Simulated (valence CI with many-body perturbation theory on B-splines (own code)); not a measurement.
E1 transitions of Pr52+

Method: valence CI with perturbative core correlation (CI+MBPT): five valence electrons over a frozen Dirac-Fock core [He], a basis of 11 s, 11 p, 10 d, 8 f, 5 g, 2 h functions for each j, with the one-electron correlation potential Σ1 (screened to all orders), the two-electron term Σ2, the three-electron term Σ3, Breit, model QED; selected single and double excitations, second order for the rest, scaled by the run's own slope (own B-spline code, finite nucleus).

The last digits are not significant, and no measured levels were compared; by estimate large intervals hold to a few tenths of a per cent, small ones and those within an open d or f shell to about a per cent. Among the levels kept, up to 7100 cm⁻¹ of a level comes from second order outside the variational space, and about a tenth of that is noise between levels of different J, which matters for small intervals.

Lines 151 to 200 of 600 in falling wavelength, among levels below 7326.2 eV, chosen from the strongest by gf and those to the six lowest levels. Wavelengths and rates use the calculated energies. Electric multipoles are in the length gauge, E1 and E2 with the static RPA response of the core. Weak lines are less certain than strong ones. Lines between different terms over intervals too small for the method are left out, as are lines whose strength nearly cancels. The highest levels of a list are the least certain.

Levels are named by their leading jj configuration (3d3/2^4 stands for four electrons in 3d with j = 3/2), which in mixed levels can hold well under half, so a name can repeat and another be missing. Letters in brackets count levels of one name in rising energy.

| λ vac (Å) | Upper | Lower | A (s⁻¹) | S (a.u.) with core polarisation | S without |
| --- | --- | --- | --- | --- | --- |
| 52.98 | (2s 2p1/2 2p3/2^2 3p3/2) J=3/2 [a] | (2s 2p1/2 2p3/2^2 3s) J=3/2 [a] | 1.57e+11 | 4.60e-02 | 4.60e-02 |
| 52.90 | (2s^2 2p1/2 2p3/2 3p3/2) J=3/2 [b] | (2s^2 2p1/2 2p3/2 3s) J=3/2 [b] | 8.75e+10 | 2.56e-02 | 2.56e-02 |
| 52.60 | (2s 2p1/2 2p3/2^2 3d3/2) J=7/2 [b] | (2s 2p1/2 2p3/2^2 3p1/2) J=7/2 | 8.23e+10 | 4.73e-02 | 4.73e-02 |
| 52.42 | (2s 2p1/2^2 2p3/2 3p3/2) J=7/2 | (2s 2p1/2^2 2p3/2 3s) J=5/2 | 8.60e+10 | 4.89e-02 | 4.89e-02 |
| 52.42 | (2s 2p1/2^2 2p3/2 3p3/2) J=1/2 [a] | (2s 2p1/2^2 2p3/2 3s) J=3/2 [a] | 1.60e+11 | 2.27e-02 | 2.27e-02 |
| 52.12 | (2s 2p1/2 2p3/2^2 3d3/2) J=5/2 [e] | (2s 2p1/2 2p3/2^2 3p1/2) J=3/2 [c] | 3.16e+10 | 1.32e-02 | 1.32e-02 |
| 51.77 | (2s^2 2p1/2 2p3/2 3p3/2) J=5/2 [b] | (2s^2 2p1/2 2p3/2 3s) J=3/2 [b] | 1.21e+11 | 4.97e-02 | 4.97e-02 |
| 51.69 | (2p1/2^2 2p3/2^2 3s) J=5/2 | (2s 2p1/2 2p3/2^2 3s) J=5/2 [c] | 6.51e+10 | 2.66e-02 | 2.67e-02 |
| 51.64 | (2s 2p1/2 2p3/2^2 3p3/2) J=5/2 [b] | (2s^2 2p3/2^2 3p3/2) J=5/2 | 9.63e+10 | 3.93e-02 | 3.93e-02 |
| 51.43 | (2s^2 2p1/2 2p3/2 3d3/2) J=5/2 [b] | (2s^2 2p1/2 2p3/2 3p1/2) J=5/2 | 6.11e+10 | 2.46e-02 | 2.46e-02 |
| 51.17 | (2s^2 2p3/2^2 3d5/2) J=3/2 [b] | (2s^2 2p3/2^2 3p1/2) J=1/2 | 6.41e+10 | 1.70e-02 | 1.70e-02 |
| 51.13 | (2s^2 2p3/2^2 3p3/2) J=3/2 [b] | (2s^2 2p3/2^2 3s) J=1/2 | 1.63e+11 | 4.31e-02 | 4.31e-02 |
| 50.72 | (2s^2 2p1/2 2p3/2 3p3/2) J=5/2 [b] | (2s^2 2p1/2 2p3/2 3s) J=5/2 | 1.35e+11 | 5.22e-02 | 5.22e-02 |
| 50.58 | (2s 2p1/2 2p3/2^2 3p3/2) J=3/2 [e] | (2s 2p1/2 2p3/2^2 3s) J=3/2 [b] | 6.68e+10 | 1.71e-02 | 1.71e-02 |
| 50.44 | (2s 2p1/2 2p3/2^2 3d3/2) J=3/2 [e] | (2s 2p1/2 2p3/2^2 3p1/2) J=3/2 [c] | 5.15e+10 | 1.31e-02 | 1.31e-02 |
| 50.41 | (2s^2 2p3/2^2 3p3/2) J=3/2 [a] | (2s^2 2p3/2^2 3s) J=3/2 | 1.22e+11 | 3.09e-02 | 3.09e-02 |
| 50.26 | (2s 2p1/2 2p3/2^2 3p3/2) J=3/2 [f] | (2s 2p1/2 2p3/2^2 3s) J=1/2 [b] | 6.06e+10 | 1.52e-02 | 1.52e-02 |
| 50.24 | (2s 2p1/2 2p3/2^2 3p3/2) J=5/2 [e] | (2s 2p1/2 2p3/2^2 3s) J=3/2 [b] | 5.21e+10 | 1.96e-02 | 1.96e-02 |
| 50.22 | (2s 2p1/2^2 2p3/2^2) J=5/2 | (2s^2 2p1/2 2p3/2^2) J=3/2 | 2.01e+10 | 7.53e-03 | 7.54e-03 |
| 50.00 | (2p1/2^2 2p3/2^2 3p3/2) J=3/2 | (2s 2p1/2 2p3/2^2 3p3/2) J=3/2 [f] | 7.21e+10 | 1.78e-02 | 1.78e-02 |
| 49.97 | (2p1/2^2 2p3/2^2 3s) J=5/2 | (2s 2p1/2 2p3/2^2 3s) J=3/2 [c] | 8.97e+10 | 3.31e-02 | 3.32e-02 |
| 49.77 | (2p1/2^2 2p3/2^2 3p3/2) J=5/2 | (2s 2p1/2 2p3/2^2 3p3/2) J=5/2 [c] | 3.61e+10 | 1.32e-02 | 1.32e-02 |
| 49.73 | (2s^2 2p1/2 2p3/2 3p3/2) J=3/2 [b] | (2s^2 2p1/2 2p3/2 3s) J=1/2 | 6.79e+10 | 1.65e-02 | 1.65e-02 |
| 49.32 | (2s 2p1/2 2p3/2^2 3d3/2) J=5/2 [f] | (2s 2p1/2 2p3/2^2 3p1/2) J=5/2 [c] | 7.35e+10 | 2.61e-02 | 2.61e-02 |
| 49.28 | (2s 2p1/2 2p3/2^2 3p3/2) J=1/2 [d] | (2s 2p1/2 2p3/2^2 3s) J=3/2 [c] | 1.23e+11 | 1.46e-02 | 1.46e-02 |
| 48.83 | (2s 2p1/2 2p3/2^2 3p3/2) J=3/2 [g] | (2s 2p1/2 2p3/2^2 3s) J=3/2 [d] | 1.68e+11 | 3.85e-02 | 3.86e-02 |
| 48.82 | (2s 2p1/2 2p3/2^2 3p3/2) J=1/2 [d] | (2s 2p1/2 2p3/2^2 3s) J=1/2 [b] | 1.25e+11 | 1.43e-02 | 1.43e-02 |
| 48.14 | (2s 2p1/2^2 2p3/2 3p3/2) J=5/2 [a] | (2s 2p1/2^2 2p3/2 3s) J=5/2 | 1.09e+11 | 3.61e-02 | 3.61e-02 |
| 46.39 | (2s 2p1/2^2 2p3/2^2) J=1/2 | (2s^2 2p1/2 2p3/2^2) J=1/2 | 4.18e+10 | 4.12e-03 | 4.13e-03 |
| 45.19 | (2s 2p1/2^2 2p3/2 3s) J=1/2 | (2s^2 2p1/2 2p3/2 3s) J=3/2 [b] | 2.04e+11 | 1.86e-02 | 1.86e-02 |
| 44.93 | (2p1/2^2 2p3/2^2 3s) J=1/2 | (2s 2p1/2 2p3/2^2 3s) J=1/2 [c] | 1.25e+11 | 1.12e-02 | 1.12e-02 |
| 44.83 | (2s 2p1/2 2p3/2^2 3s) J=3/2 [d] | (2s^2 2p3/2^2 3s) J=3/2 | 1.14e+11 | 2.03e-02 | 2.03e-02 |
| 44.44 | (2p1/2^2 2p3/2^2 3p1/2) J=3/2 | (2s 2p1/2 2p3/2^2 3p1/2) J=5/2 [b] | 8.67e+10 | 1.50e-02 | 1.50e-02 |
| 41.38 | (2p1/2^2 2p3/2^2 3p1/2) J=5/2 | (2s 2p1/2 2p3/2^2 3p1/2) J=7/2 | 5.90e+10 | 1.24e-02 | 1.24e-02 |
| 40.95 | (2p1/2^2 2p3/2^2 3p3/2) J=5/2 | (2s 2p1/2 2p3/2^2 3p3/2) J=7/2 [b] | 7.04e+10 | 1.43e-02 | 1.43e-02 |
| 40.71 | (2p1/2^2 2p3/2^2 3p3/2) J=7/2 | (2s 2p1/2 2p3/2^2 3p3/2) J=9/2 | 7.69e+10 | 2.05e-02 | 2.05e-02 |
| 40.67 | (2s 2p1/2^2 2p3/2^2) J=3/2 | (2s^2 2p1/2 2p3/2^2) J=5/2 | 4.57e+10 | 6.06e-03 | 6.07e-03 |
| 38.02 | (2s 2p1/2^2 2p3/2^2) J=3/2 | (2s^2 2p1/2 2p3/2^2) J=3/2 | 1.65e+10 | 1.79e-03 | 1.79e-03 |
| 37.98 | (2p1/2^2 2p3/2^3) J=3/2 | (2s 2p1/2 2p3/2^3) J=5/2 | 1.13e+11 | 1.22e-02 | 1.22e-02 |
| 18.16 | (2s 2p1/2 2p3/2^2 3p3/2) J=7/2 [a] | (2s^2 2p1/2 2p3/2 3p3/2) J=5/2 [a] | 2.13e+11 | 5.03e-03 | 5.03e-03 |
| 18.01 | (2s 2p1/2 2p3/2^2 3d5/2) J=9/2 [a] | (2s^2 2p1/2 2p3/2 3d5/2) J=7/2 [a] | 2.50e+11 | 7.19e-03 | 7.21e-03 |
| 17.91 | (2s 2p1/2 2p3/2^2 3d5/2) J=9/2 [b] | (2s^2 2p1/2 2p3/2 3d5/2) J=7/2 [b] | 1.62e+11 | 4.58e-03 | 4.59e-03 |
| 17.90 | (2s 2p1/2 2p3/2^2 3s) J=5/2 [a] | (2s^2 2p1/2 2p3/2 3s) J=3/2 [a] | 3.81e+11 | 6.48e-03 | 6.49e-03 |
| 17.86 | (2s 2p1/2 2p3/2^2 3p3/2) J=7/2 [b] | (2s^2 2p1/2 2p3/2 3p3/2) J=5/2 [b] | 2.86e+11 | 6.43e-03 | 6.44e-03 |
| 17.70 | (2s 2p1/2 2p3/2^2 3p1/2) J=5/2 [a] | (2s^2 2p1/2 2p3/2 3p1/2) J=3/2 [a] | 3.47e+11 | 5.70e-03 | 5.71e-03 |
| 17.68 | (2s 2p1/2 2p3/2^2 3d3/2) J=7/2 [a] | (2s^2 2p1/2 2p3/2 3d3/2) J=5/2 [a] | 2.20e+11 | 4.80e-03 | 4.81e-03 |
| 17.56 | (2s 2p1/2 2p3/2^2 3s) J=7/2 | (2s^2 2p1/2 2p3/2 3s) J=5/2 | 2.91e+11 | 6.21e-03 | 6.22e-03 |
| 17.46 | (2s 2p1/2 2p3/2^2 3d5/2) J=11/2 | (2s^2 2p1/2 2p3/2 3d5/2) J=9/2 | 2.90e+11 | 9.15e-03 | 9.16e-03 |
| 17.44 | (2s 2p1/2 2p3/2^2 3d3/2) J=7/2 [b] | (2s^2 2p1/2 2p3/2 3d3/2) J=5/2 [b] | 2.08e+11 | 4.36e-03 | 4.36e-03 |
| 17.37 | (2s 2p1/2 2p3/2^2 3p1/2) J=5/2 [b] | (2s^2 2p1/2 2p3/2 3p1/2) J=3/2 [b] | 2.88e+11 | 4.47e-03 | 4.48e-03 |
